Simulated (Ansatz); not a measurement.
Mulliken charges of `N[Si](O)(Cl)[SbH2]` from ωB97M-V/def2-TZVPP in Ansatz (PBE0-D4/def2-TZVP geometry).

```tsv
atom	x (Å)	y (Å)	z (Å)	charge (e)
N1	-1.284	-0.428	-0.623	-0.329
Si2	0.334	-0.494	-0.077	0.522
O3	0.440	-1.490	1.217	-0.364
Cl4	1.367	-1.233	-1.709	-0.231
Sb5	1.555	1.617	0.718	0.103
H6	-1.982	0.004	-0.037	0.124
H7	-1.461	-0.248	-1.598	0.128
H8	-0.042	-2.319	1.152	0.184
H9	0.173	2.080	1.616	-0.073
H10	0.984	2.460	-0.655	-0.064
```

**Question.** By hand: the dipole of these point charges (1 e Å = 4.8032 D).

**Answer.** Σ q r = (-0.235, 0.109, 0.117) e Å, of length 0.284 e Å = 1.36 D.

**Question.** How does the dipole of the full density compare? (An estimate is asked.)

**Answer.** Computed: (-0.464, 0.026, 0.024) e Å, 2.24 D; the point charges give 0.61 times that, at 30° from its direction.

Point charges leave out the atoms' own dipoles, such as those of lone pairs, and Mulliken's split depends on the basis, so the two needn't agree.
